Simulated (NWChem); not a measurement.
Molecule: C3H2F2; SMILES FC(F)=C=C

```xyz
7

C      0.0000     0.0000     2.1785
C      0.0000     0.0000     0.8712
C      0.0000     0.0000    -0.4351
F      0.0000     1.0799    -1.1858
F      0.0000    -1.0799    -1.1858
H     -0.9346     0.0000     2.7536
H      0.9346     0.0000     2.7536
```
Atoms are numbered in this order, from 1.

Program: NWChem. STO-3G and 3-21G are far too small for this property and stand as cheap habits. Structure relaxed at the PBE0/def2-SVP level. GIAO values for the isolated, static molecule; σ is the absolute isotropic shielding, δ = σ(reference) − σ with the isolated reference molecule computed at the same levels (13C: tetramethylsilane, 19F: trichlorofluoromethane, 1H: tetramethylsilane).

For level Hartree-Fock/STO-3G:

| Property | Result |
|---|---|
| δ C1 (ppm) | 95.8 |
| δ C2 (ppm) | 180.9 |
| δ C3 (ppm) | 123.2 |
| δ F4 (ppm) | -37.5 |
| δ H6 (ppm) | 5.74 |

Q: What are these values for level LDA (Slater exchange, VWN5)/pcSseg-1?

A: 
- δ C1 (ppm) = 117.1
- δ C2 (ppm) = 208.7
- δ C3 (ppm) = 172.4
- δ F4 (ppm) = -116.7
- δ H6 (ppm) = 6.61
